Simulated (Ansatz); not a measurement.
Harmonic vibrations of Mg3N2⁻ by finite differences.

```yaml
crystal:
  periodic: [false, false, false]
  atoms:
    - {symbol: Mg, position_ang: [-2.678919, 0.482018, 0.349380]}
    - {symbol: Mg, position_ang: [2.219489, 1.376094, -1.595262]}
    - {symbol: Mg, position_ang: [-0.004702, -2.187453, 1.610775]}
    - {symbol: N, position_ang: [0.631411, -0.224584, -0.000707]}
    - {symbol: N, position_ang: [-0.167278, 0.553935, -0.364185]}
basis:
  gaussian: {orbitals: def2-SVPD}
total_charge: -1
magnetization: {spin_polarized: true, initial_magnetization: 1}
hamiltonian: {xc: {name: B3LYP}, dispersion: d4}
scf: {omitted_lower_state_checks: [starts]}
phonons: {temperatures: {t_min: 298.15, t_max: 900, t_step: 200}}
```

```sh
$ ansatz run in.yaml --threads 4 --pin off --events-out ev --progress --plain --max-ram 3916MiB
```

Shortened log:

```
Functional definition: B3LYP
mean field -19307.10363064 eV, -709.5229716012 hartree, gradient 2.2e-5 eV, S^2 0.755325; 0 other end points of the search recorded, 0 dependent functions left out
mean field -19307.10398386 eV, -709.5229845818 hartree, gradient 2.5e-6 eV, S^2 0.755329; 0 other end points of the search recorded, 0 dependent functions left out
mean field -19307.10327463 eV, -709.5229585178 hartree, gradient 2.7e-6 eV, S^2 0.755320; 0 other end points of the search recorded, 0 dependent functions left out
mean field -19307.10364112 eV, -709.5229719861 hartree, gradient 2.4e-6 eV, S^2 0.755325; 0 other end points of the search recorded, 0 dependent functions left out
mean field -19307.10361965 eV, -709.5229711974 hartree, gradient 2.9e-6 eV, S^2 0.755324; 0 other end points of the search recorded, 0 dependent functions left out
mean field -19307.10352891 eV, -709.5229678625 hartree, gradient 2.4e-6 eV, S^2 0.755323; 0 other end points of the search recorded, 0 dependent functions left out
mean field -19307.10373168 eV, -709.5229753142 hartree, gradient 2.2e-6 eV, S^2 0.755326; 0 other end points of the search recorded, 0 dependent functions left out
mean field -19307.10344279 eV, -709.5229646979 hartree, gradient 2.7e-6 eV, S^2 0.755325; 0 other end points of the search recorded, 0 dependent functions left out
mean field -19307.10381666 eV, -709.5229784374 hartree, gradient 3.0e-6 eV, S^2 0.755324; 0 other end points of the search recorded, 0 dependent functions left out
mean field -19307.10350467 eV, -709.5229669719 hartree, gradient 2.1e-6 eV, S^2 0.755323; 0 other end points of the search recorded, 0 dependent functions left out
mean field -19307.10375576 eV, -709.5229761990 hartree, gradient 2.3e-6 eV, S^2 0.755326; 0 other end points of the search recorded, 0 dependent functions left out
mean field -19307.10377134 eV, -709.5229767716 hartree, gradient 2.2e-6 eV, S^2 0.755326; 0 other end points of the search recorded, 0 dependent functions left out
mean field -19307.10348872 eV, -709.5229663856 hartree, gradient 2.2e-6 eV, S^2 0.755324; 0 other end points of the search recorded, 0 dependent functions left out
mean field -19307.10371805 eV, -709.5229748133 hartree, gradient 3.0e-6 eV, S^2 0.755324; 0 other end points of the search recorded, 0 dependent functions left out
mean field -19307.10354276 eV, -709.5229683714 hartree, gradient 2.0e-6 eV, S^2 0.755326; 0 other end points of the search recorded, 0 dependent functions left out
mean field -19307.10390440 eV, -709.5229816618 hartree, gradient 3.1e-6 eV, S^2 0.755330; 0 other end points of the search recorded, 0 dependent functions left out
mean field -19307.10335492 eV, -709.5229614685 hartree, gradient 3.0e-6 eV, S^2 0.755319; 0 other end points of the search recorded, 0 dependent functions left out
mean field -19307.10340477 eV, -709.5229633005 hartree, gradient 2.6e-6 eV, S^2 0.755321; 0 other end points of the search recorded, 0 dependent functions left out
mean field -19307.10385503 eV, -709.5229798472 hartree, gradient 2.2e-6 eV, S^2 0.755329; 0 other end points of the search recorded, 0 dependent functions left out
mean field -19307.10348997 eV, -709.5229664315 hartree, gradient 4.7e-6 eV, S^2 0.755352; 0 other end points of the search recorded, 0 dependent functions left out
mean field -19307.10349988 eV, -709.5229667958 hartree, gradient 4.8e-6 eV, S^2 0.755298; 0 other end points of the search recorded, 0 dependent functions left out
mean field -19307.10333471 eV, -709.5229607258 hartree, gradient 3.8e-6 eV, S^2 0.755308; 0 other end points of the search recorded, 0 dependent functions left out
mean field -19307.10366949 eV, -709.5229730290 hartree, gradient 3.6e-6 eV, S^2 0.755343; 0 other end points of the search recorded, 0 dependent functions left out
mean field -19307.10372578 eV, -709.5229750976 hartree, gradient 3.8e-6 eV, S^2 0.755331; 0 other end points of the search recorded, 0 dependent functions left out
mean field -19307.10347793 eV, -709.5229659891 hartree, gradient 3.9e-6 eV, S^2 0.755319; 0 other end points of the search recorded, 0 dependent functions left out
mean field -19307.10324575 eV, -709.5229574569 hartree, gradient 4.3e-6 eV, S^2 0.755295; 0 other end points of the search recorded, 0 dependent functions left out
mean field -19307.10374656 eV, -709.5229758611 hartree, gradient 3.8e-6 eV, S^2 0.755356; 0 other end points of the search recorded, 0 dependent functions left out
mean field -19307.10350919 eV, -709.5229671380 hartree, gradient 4.2e-6 eV, S^2 0.755338; 0 other end points of the search recorded, 0 dependent functions left out
mean field -19307.10349432 eV, -709.5229665913 hartree, gradient 4.5e-6 eV, S^2 0.755312; 0 other end points of the search recorded, 0 dependent functions left out
mean field -19307.10366294 eV, -709.5229727880 hartree, gradient 4.5e-6 eV, S^2 0.755324; 0 other end points of the search recorded, 0 dependent functions left out
mean field -19307.10354037 eV, -709.5229682837 hartree, gradient 4.1e-6 eV, S^2 0.755327; 0 other end points of the search recorded, 0 dependent functions left out
WARN: phonons: modes at or below zero, which the zero-point energy, F, S and C_V leave out: 2, the lowest at -101.49 cm⁻¹. A minimum has none, and a first-order saddle one
Total energy: -19307.63511024 eV, -709.5425031161 hartree
Atom 0 at    -2.678919     0.482018     0.349380 Å, force     0.003685     0.000262    -0.001230 eV/Å
Atom 1 at     2.219489     1.376094    -1.595262 Å, force     0.002392     0.000039    -0.000687 eV/Å
Atom 2 at    -0.004702    -2.187453     1.610775 Å, force     0.000669     0.000456    -0.000486 eV/Å
Atom 3 at     0.631411    -0.224584    -0.000707 Å, force    -0.017888     0.017886    -0.008592 eV/Å
Atom 4 at    -0.167278     0.553935    -0.364185 Å, force     0.011142    -0.018643     0.010995 eV/Å
Dipole moment:    -0.054931    -0.055727     0.055194 e Å
Vibrations: -101.49 -41.60 31.28 43.49 79.29 82.68 114.20 125.23 1901.33 cm⁻¹, zero-point energy 0.147386 eV
Checks for a lower state left out: starts
```

Hardware: 4 threads of Arm Neoverse V1 on a shared host. Wall time 53 s.

The structure comes from a short search, and lower isomers may exist.
